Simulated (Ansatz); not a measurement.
Species: CH$_{2}$I, charge 0, doublet. CH2I (SMILES [CH2]I, doublet).
B3LYP-D3(BJ)/def2-TZVP minimum from Ansatz (a first-principles code):
```xyz
4

C     -1.3014    -1.1848     0.0432
I      0.2107     0.1918    -0.0070
H     -1.6801    -1.4924     1.0033
H     -1.6775    -1.5644    -0.8918
```
Charge 0, spin multiplicity 2.

Total energies in hartree (Ansatz). Radicals and triplets start from unrestricted determinants; spin-orbit coupling is neglected. Cores are frozen in correlated methods (noble-gas shells, and filled d and f shells in the p block). Past Kr the def2 sets carry scalar-relativistic core potentials. For partners of very few electrons the exact lower level stands in for a higher one. Spin-orbit terms, left out, reach several kcal/mol for Br and I, and more for heavier atoms.

```csv
species,HF/def2-TZVPP,CCSD(T)/def2-TZVPP,HF/def2-QZVPP,CCSD(T)/def2-QZVPP,CCSDT(Q)/def2-TZVPP
"1: CH2I (SMILES [CH2]I, doublet)",-335.65606,-335.98469,-335.65942,-336.01654,-335.98637
2: C (triplet),-37.69248,-37.78103,-37.69363,-37.78651,-37.78154
3: I (doublet),-296.65857,-296.79430,-296.65973,-296.81374,-296.79495
4: H (doublet),-0.49981,-0.49981,-0.49998,-0.49998,-0.49981
```

Work out the atomisation energy (electronic, to ground-state atoms) in kJ/mol: take Hartree-Fock from def2-QZVPP, extrapolate the CCSD(T) correlation energy as X^-3 (X = 3, 4), and add CCSDT(Q) - CCSD(T) in def2-TZVPP. 1 hartree = 2625.5 kJ/mol.


Species 1: correlation (64·(-0.35712) - 27·(-0.32863))/37 = -0.37791; step -0.00168; E1 = -335.65942 + (-0.37791) + (-0.00168) = -336.03901
Species 2: correlation (64·(-0.09288) - 27·(-0.08855))/37 = -0.09604; step -0.00051; E2 = -37.69363 + (-0.09604) + (-0.00051) = -37.79018
Species 3: correlation (64·(-0.15401) - 27·(-0.13573))/37 = -0.16735; step -0.00065; E3 = -296.65973 + (-0.16735) + (-0.00065) = -296.82773
Species 4: correlation (64·(0.00000) - 27·(0.00000))/37 = 0.00000; step +0.00000; E4 = -0.49998 + (0.00000) + (+0.00000) = -0.49998
-1·E1 +1·E2 +1·E3 +2·E4 = 0.42114 hartree = 1105.7 kJ/mol.
